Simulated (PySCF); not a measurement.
The dipole of `C(C#C/C=C\CF)(C)C` from its density and from atomic charges.

Coordinates (GFN2-xTB, Å) and charges (e) from the PBE0/pcSseg-1 density (PySCF):

```csv
atom,x,y,z,Mulliken,IAO,Hirshfeld,ESP-fitted
C1,-2.635,-1.023,0.212,-0.2100,-0.4090,-0.1116,-0.6394
C2,-1.835,-0.094,-0.706,-0.3865,-0.1076,-0.0047,+0.6229
C3,-1.961,1.365,-0.260,-0.2107,-0.4095,-0.1121,-0.6299
C4,-0.439,-0.492,-0.708,+0.0871,-0.0408,-0.0301,-0.5052
C5,0.722,-0.810,-0.671,-0.0644,-0.0849,-0.0634,+0.2649
C6,2.077,-1.194,-0.659,-0.2088,-0.1647,-0.0413,-0.4623
C7,3.045,-0.480,-0.085,-0.2326,-0.1465,-0.0400,-0.0153
C8,2.814,0.811,0.627,+0.2312,+0.0371,+0.0232,+0.1206
F9,3.859,1.681,0.408,-0.3454,-0.3292,-0.1296,-0.2572
H10,-2.278,-0.936,1.237,+0.1145,+0.1438,+0.0416,+0.1840
H11,-2.526,-2.058,-0.103,+0.1257,+0.1487,+0.0431,+0.1652
H12,-3.690,-0.759,0.185,+0.1130,+0.1403,+0.0436,+0.1509
H13,-2.219,-0.189,-1.730,+0.1463,+0.1568,+0.0513,+0.0069
H14,-1.597,1.479,0.759,+0.1135,+0.1424,+0.0414,+0.1684
H15,-3.001,1.680,-0.295,+0.1136,+0.1407,+0.0438,+0.1487
H16,-1.378,2.016,-0.909,+0.1270,+0.1481,+0.0433,+0.1690
H17,2.304,-2.133,-1.146,+0.1216,+0.1719,+0.0591,+0.2221
H18,4.070,-0.820,-0.107,+0.1183,+0.1625,+0.0526,+0.1231
H19,2.765,0.662,1.714,+0.1199,+0.1476,+0.0471,+0.0655
H20,1.899,1.306,0.282,+0.1267,+0.1523,+0.0424,+0.0973
```

Q: What dipole does each set of charges give (1 e·Å = 4.803 D), and what does the density give?

A: The full density gives (-2.13, -0.96, 0.35) D, 2.36 D in size; dipole vectors point from the negative to the positive end.

```json
{"scheme": "Mulliken", "μx": "-4.40", "μy": "-0.17", "μz": "1.68", "size (D)": "4.72", "share of the full size (%)": "200", "angle to the full dipole (°)": "25"}
{"scheme": "IAO", "μx": "-2.82", "μy": "-1.60", "μz": "0.59", "size (D)": "3.30", "share of the full size (%)": "139", "angle to the full dipole (°)": "6"}
{"scheme": "Hirshfeld", "μx": "-1.57", "μy": "-0.64", "μz": "0.14", "size (D)": "1.70", "share of the full size (%)": "72", "angle to the full dipole (°)": "4"}
{"scheme": "ESP-fitted", "μx": "-2.15", "μy": "-0.96", "μz": "0.35", "size (D)": "2.38", "share of the full size (%)": "101", "angle to the full dipole (°)": "0"}
```

Q: Which set comes closest?

A: Length of the difference vector: ESP-fitted 0.02 D, Hirshfeld 0.68 D, IAO 0.97 D, Mulliken 2.75 D. Closest: ESP-fitted. 

Q: What is left for the Hirshfeld atoms' own dipoles?

A: The Hirshfeld atoms' densities add up to the full density, so μ = Σ q r + Σ (atomic dipoles). The atomic dipoles sum to (-2.13, -0.96, 0.35) − (-1.57, -0.64, 0.14) = (-0.56, -0.32, 0.21) D, 0.68 D in size.

Q: With the origin at the mean of the coordinates, (0.000, 0.001, -0.098) Å, which are the largest single terms, by size, of the Hirshfeld dipole along the direction of the full one?

A: F9 +2.54, C1 -1.52, H18 -0.84, H12 +0.77, H11 +0.64 D; all 20 atoms together +1.70 D. The single terms depend on the origin, their sum doesn't.

Q: Give the size of the full dipole in other units.

A: 2.36 D = 0.930 au = 0.492 e·Å = 7.88 × 10⁻³⁰ C·m.

Isolated species at its GFN2-xTB geometry (one conformer only).

Shape of the structure used: `[CH3:1][CH:2]([CH3:3])[C:4]#[C:5]/[CH:6]=[CH:7]\[CH2:8][F:9]`: C6–C7–C8–F9 -143°.
